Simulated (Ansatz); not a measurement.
C₄H₅Si, SMILES `[C]#C[SiH2]C=C` radical, relaxed with UKS PBE-D4/def2-SVP in the Gaussian-basis code of Ansatz from a rough embedded geometry. The force threshold is 0.03 eV/Å; the program also tests the step.

The species carries charge 0 and has multiplicity 2.

Start:

```xyz
10

C     2.259    1.665    2.700
C     1.570    1.133    1.365
Si    0.782    0.488   -0.223
C    -0.477   -0.700    0.021
C    -1.633   -0.900   -0.667
H     0.237    1.640   -1.035
H     1.860   -0.120   -1.100
H    -0.340   -1.346    0.898
H    -1.879   -0.238   -1.556
H    -2.379   -1.621   -0.402
```

```json
{"step": "1", "energy (eV)": "-12083.8982", "largest force (eV/Å)": "7.806", "largest move (Å)": "0.000"}
{"step": "2", "energy (eV)": "-12085.5511", "largest force (eV/Å)": "4.423", "largest move (Å)": "0.195"}
{"step": "3", "energy (eV)": "-12085.8984", "largest force (eV/Å)": "6.506", "largest move (Å)": "0.195"}
{"step": "4", "energy (eV)": "-12086.0882", "largest force (eV/Å)": "1.870", "largest move (Å)": "0.115"}
{"step": "5", "energy (eV)": "-12086.1262", "largest force (eV/Å)": "0.911", "largest move (Å)": "0.112"}
{"step": "6", "energy (eV)": "-12086.1586", "largest force (eV/Å)": "0.115", "largest move (Å)": "0.124"}
{"step": "7", "energy (eV)": "-12086.1606", "largest force (eV/Å)": "0.100", "largest move (Å)": "0.071"}
{"step": "8", "energy (eV)": "-12086.1662", "largest force (eV/Å)": "0.080", "largest move (Å)": "0.068"}
{"step": "9", "energy (eV)": "-12086.1686", "largest force (eV/Å)": "0.184", "largest move (Å)": "0.094"}
{"step": "10", "energy (eV)": "-12086.1695", "largest force (eV/Å)": "0.131", "largest move (Å)": "0.030"}
{"step": "11", "energy (eV)": "-12086.1703", "largest force (eV/Å)": "0.030", "largest move (Å)": "0.041"}
{"step": "12", "energy (eV)": "-12086.1705", "largest force (eV/Å)": "0.015", "largest move (Å)": "0.020"}
```

End:

```xyz
10

C     1.726    1.739    2.397
C     1.484    1.162    1.326
Si    0.911    0.449   -0.280
C    -0.414   -0.844    0.010
C    -1.652   -0.752   -0.517
H     0.359    1.544   -1.149
H     2.128   -0.154   -0.930
H    -0.165   -1.722    0.634
H    -1.959    0.107   -1.140
H    -2.419   -1.529   -0.351
```

It took 31 s on 4 threads of an Arm Neoverse V2 on a shared host, with 0.22 GiB of host memory at the peak.
